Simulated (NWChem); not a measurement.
# AlBrF₂; SMILES [F][Al]([F])[Br]

```xyz
4

Al     0.0006     0.9503     0.0000
F      0.0014     1.8009    -1.4286
F      0.0014     1.8009     1.4286
Br    -0.0018    -1.2810     0.0000
```
Atoms are numbered in this order, from 1.

Program: NWChem. Pople sets run with spherical d functions. STO-3G and 3-21G are far too small for this property and stand as cheap habits. Coordinates come from a PBE-D3(BJ)/def2-SVP optimisation. B3LYP is NWChem's, with the RPA form of VWN correlation. Field at 589 nm.

| level | isotropic polarisability (bohr³) | anisotropy (bohr³) |
|---|---|---|
| B3LYP/STO-3G | 15.6 | 19.5 |
| B3LYP/6-31G* | … | … |
| B3LYP/def2-SVP | 31.9 | 16.6 |
| B3LYP/def2-SVPD | 44.3 | 13.6 |
| B3LYP/aug-cc-pVDZ | 43.4 | 15.0 |

Q: Complete the blanks.

A: 
- B3LYP/6-31G*, isotropic polarisability (bohr³): 33.2
- B3LYP/6-31G*, anisotropy (bohr³): 18.2
